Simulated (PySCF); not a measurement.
Electronic structure of O⁺ (oxygen, charge +1) at the UHF level

Configuration: [He] 2s2 2p2 3s1, 3s spin antiparallel (an excited configuration). Computed with PySCF 2.14 in aug-cc-pVTZ (5s4p3d2f, 46 functions), with the non-relativistic Hamiltonian (point nucleus).

- Total energy: -73.517683 hartree
- One-electron energy: -94.9910 hartree
- Hartree (Coulomb) energy: 28.9546 hartree
- Exchange energy: -7.4813 hartree
- Kinetic energy: 73.54562 hartree
- ⟨S²⟩: 1.7534
- ⟨L²⟩: 2.010
- Sum of ⟨r⟩: 7.969 bohr
- Sum of ⟨r²⟩: 18.87 bohr²
- Traceless quadrupole moment −½Σ⟨3z² − r²⟩ along its main axis: 0.322 e·bohr²
- Density at the nucleus (Gaussians lack the cusp): 304 bohr⁻³
- Spin density at the nucleus: -0.829 bohr⁻³
- Langevin diamagnetic susceptibility: -14.9 ×10⁻⁶ cm³/mol

```
shell  electrons  mean orbital energy (eV)  rms radius, mean of both spins (bohr)
 1s α          1                   -597.84                                  0.230
 1s β          1                   -595.25                                  0.230
 2s α          1                   -63.900                                   1.13
 2s β          1                   -54.122                                   1.13
 2p α          2                   -46.864                                   1.10
 3s β          1                   -11.360                                   3.71
```

The outer electron is Rydberg-like, and this basis confines it to a smaller radius and binds it less than a complete one would. With the s spin flipped the determinant is a mixture of two multiplicities, not a spectroscopic state.

Spin-orbit constants ζ (cm⁻¹) from the X2C one-electron operator on these orbitals (non-relativistic here): bare nucleus, nucleus screened by l(l+1)(2l+1)/3 electrons, and screened by the Breit-Pauli mean field of the electrons.

```json
{"shell": "2p", "bare": "328.5", "screened nucleus": "246.3", "mean field": "213.6"}
```
